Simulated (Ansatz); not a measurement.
# One molecule, several partners

H₂O₂ (SMILES OO) beside different partners, each pair relaxed from a docking trial to one local arrangement, named by its closest contact against the van der Waals radii; a more strongly bound one may exist. Pairs that react, share a proton or have a doubtful reference are left out. Counterpoise interaction energies from the frozen fragments; negative means bound. Gas-phase electronic energies, without zero-point energy, by CCSD(T) at an estimated basis limit (MP2 extrapolated from triple and quadruple zeta, plus CCSD(T) − MP2 in triple zeta); Ansatz 0.2.0, def2-TZVPPD and QZVPPD, frozen cores, core potentials past krypton, on PBE0-D4/def2-TZVP structures. Extrapolation: Hartree–Fock as exp(−7.88 √X), correlation as X^−2.97.

```csv
partner,"closest contact, atom of H₂O₂ first (Å)",interaction energy (kcal/mol)
HF,O···H 1.70,?
HCl,O···H 1.89,-4.44
H₂Te,H···Te 2.74,-3.75
H₂O,H···O 1.90,-7.22
F₂,O···F 2.59,-1.07
```

Q: What is the interaction energy with HF? (To be estimated.)

A: By the calculation: -7.72 kcal/mol. It counts from the two fragments frozen as in the pair.

Q: Which of these pairs would not bind at these structures without electron correlation? (Judge from chemistry; the calculation decides.)

A: Computed: F₂: the Hartree–Fock interaction is repulsive at this distance, so correlation does the binding there; at its own, longer distance Hartree–Fock may still bind a polar pair.

The T1 diagnostic stays at or below 0.013. The restricted Hartree–Fock reference is unstable towards an unrestricted one at one or more of these structures. The filled d shells of Te are correlated in sets not built for that, so values that involve them are less sure.

For scale, one of the runs: CCSD(T)/def2-TZVPPD, 207 basis functions, launched by `ansatz run in.yaml --threads 4 --pin off --events-out ev --progress --plain --max-ram 9574MiB`. Hardware: 4 CPU threads of an Arm Neoverse V1, shared host. Wall time 95 s; peak host memory 3.2 GiB.
